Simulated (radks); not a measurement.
Task: In+, configuration [Kr] 4d10 5s2. Calculated with a radial shooting solver on a logarithmic mesh with Libxc functionals: Dirac Kohn-Sham, PBE, spin-unpolarised, spherical densities, point nucleus. Some entries of the table are withheld. Estimate them.

orbital  occ.  eigenvalue (eV)  r(max) (bohr)
1s1/2       2        -27744.29        0.01921
2s1/2       2        -4159.280         0.1087
2p1/2       2        -3879.139        0.08384
2p3/2       4        -3668.261        0.08827
3s1/2       2        -795.3495         0.3157
3p1/2       2        -682.3264         0.3021
3p3/2       4        -644.2358         0.3122
3d3/2       4        -444.4095         0.2566
3d5/2       6        -436.6059         0.2595
4s1/2       2        -127.0419         0.7701
4p1/2       2         -90.1480            (1)
4p3/2       4         -83.5018            (2)
4d3/2       4              (3)         0.9257
4d5/2       6              (4)         0.9358
5s1/2       2         -14.9232          2.111

Result: 
(1) 4p1/2 r(max) (bohr): 0.7996
(2) 4p3/2 r(max) (bohr): 0.8243
(3) 4d3/2 eigenvalue (eV): -26.5854
(4) 4d5/2 eigenvalue (eV): -25.7234
